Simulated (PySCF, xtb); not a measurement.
InF, SMILES [In][F] (connectivity only; charge and spin as stated), neutral, multiplicity 1.

xtb with GFN2-xTB at its own geometry gives an orbital gap of 6.00 eV and a dipole moment of 4.90 D.

Coordinates come from a B3LYP-D3(BJ)/def2-TZVP optimisation. The def2 effective core potentials stand for the cores of In; spin–orbit coupling is left out.

Question: What does PBE/def2-TZVPD run with PySCF give? (Estimate from the structure and the level; the computed values follow.)

Answer: gap 4.27 eV (levels -6.55 and -2.29 eV), dipole 3.27 D.
